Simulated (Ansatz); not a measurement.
Basis sets compared for the cluster GeCl₄. The state is a singlet with charge 0. Geometry PBE-D4/def2-SVP. Ansatz on 4 threads of Arm Neoverse V2 on a shared host; times are rough, and most runs start from earlier orbitals.

```tsv
atom	x (Å)	y (Å)	z (Å)
Ge1	-1.066	0.263	0.270
Cl2	2.572	-2.034	-1.159
Cl3	0.492	-1.254	-0.535
Cl4	-0.732	0.927	2.324
Cl5	-1.266	2.097	-0.900
```

The restricted singlet is unstable towards broken spin symmetry in Hartree–Fock (as tested in another run); at PBE-D4/def2-SVP, PBE-D4/def2-TZVP, PBE0-D4/def2-SVP, PBE0-D4/def2-TZVP this wasn't settled. Another isomer (singlet) lies 3.53 eV lower at PBE0-D4/def2-TZVP; other spin states weren't run for this one.

Binding counts from free atoms (Ge triplet, Cl doublet) in the same basis, without a counterpoise term.

| level | functions | energy (Eh) | HOMO (eV) | LUMO (eV) | binding per atom (eV) | wall time |
| --- | --- | --- | --- | --- | --- | --- |
| PBE-D4/def2-SVP | 104 | -3915.9693 | -6.83 | -5.33 | 2.40 | 0.85 s |
| PBE0-D4/def2-SVP | 104 | -3916.1505 | -8.10 | -4.92 | 2.18 | 1.4 s |

Question: Estimate the rows for PBE-D4/def2-TZVP (with forces), PBE0-D4/def2-TZVP.

Answer: 
```json
{"level": "PBE-D4/def2-TZVP (with forces)", "functions": "196", "energy (Eh)": "-3916.8784", "HOMO (eV)": "-7.20", "LUMO (eV)": "-5.53", "binding per atom (eV)": "2.41", "wall time": "2.1 s"}
{"level": "PBE0-D4/def2-TZVP", "functions": "196", "energy (Eh)": "-3917.0518", "HOMO (eV)": "-8.27", "LUMO (eV)": "-5.05", "binding per atom (eV)": "2.22", "wall time": "4.2 s"}
```
